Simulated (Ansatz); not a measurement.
Total energies of B₁₀P₁₀ from Ansatz at PBE0-D4/def2-TZVP, gas phase (1 Eh = 27.2114 eV = 2625.5 kJ/mol). The reference geometry is relaxed at PBE-D4/def2-SVP.

```xyz
20

B     2.2660   -0.2680    1.2460
B     0.4345    0.5177    1.5599
B     0.5271    2.2360    0.8627
B    -1.2649    0.2509    1.2920
B     1.2693   -1.6136   -0.7271
B     1.1072    0.1143   -1.3527
B    -0.1812   -1.2096   -1.5094
B    -2.2501   -0.3339   -0.5674
B    -1.0498    1.9753    0.3019
B    -0.2425    0.4952   -2.2313
P     1.2738   -0.8577    2.6774
P     2.1879   -2.1552    0.8246
P     1.9006    1.1520    0.0573
P    -2.3834   -1.2682    1.0881
P     0.3330    2.2099    2.7447
P    -1.9073    1.9366    2.0820
P    -1.8082   -2.1491   -0.9564
P     1.8229   -1.4386   -2.5621
P    -0.2529   -0.9239   -3.4865
P    -1.7823    1.3298   -1.3436
```

```csv
state,geometry,energy (Eh)
charge 0 singlet,reference,-3660.74928
charge 1 doublet,reference,-3660.46834
charge 1 doublet,relaxed at PBE-D4/def2-SVP,-3660.50978
charge -1 doublet,reference,-3660.85842
free B atom (doublet),–,-24.61828
free P atom (quartet),–,-341.13505
```

Single mean-field runs in def2-TZVP are fitted with def2-universal-jkfit.

**Question.** Work out the vertical ionisation energy to the doublet.

**Answer.** E(charge 1 doublet) − E(charge 0 singlet) = -3660.46834 − (-3660.74928) = 0.28094 Eh = 7.64 eV. For comparison, −ε of the highest occupied level is 6.39 eV at this level, 1.25 eV less.

**Question.** Work out the vertical electron affinity, to the doublet.

**Answer.** E(charge 0 singlet) − E(charge -1 doublet) = -3660.74928 − (-3660.85842) = 0.10914 Eh = 2.97 eV. The basis lacks diffuse functions, which makes affinities too small.

**Question.** Give the fundamental gap IE − EA, the Mulliken electronegativity (IE + EA)/2 and the hardness (IE − EA)/2.

**Answer.** From the values in Eh: IE − EA = 0.28094 − 0.10914 = 0.17180 Eh = 4.67 eV; (IE + EA)/2 = 5.31 eV; (IE − EA)/2 = 2.34 eV. The HOMO–LUMO gap of the same run is 2.30 eV, 2.37 eV smaller than the fundamental gap.

**Question.** How much does the charge 1 doublet relax, and what is the adiabatic ionisation energy?

**Answer.** Relaxation: -3660.46834 − (-3660.50978) = 0.04144 Eh = 1.13 eV. Adiabatic ionisation energy: 0.23950 Eh = 6.52 eV, without zero-point energy. Bonds change on the way (2 lost, 3 formed), so the relaxed form is another species. 

**Question.** What is the binding energy per atom against free atoms?

**Answer.** Atoms: 10 × (-24.61828) + 10 × (-341.13505) = -3657.53330 Eh. Binding: -3657.53330 − (-3660.74928) = 3.21598 Eh = 87.51 eV, or 4.38 eV for each of 20 atoms (no zero-point energy, no counterpoise term).
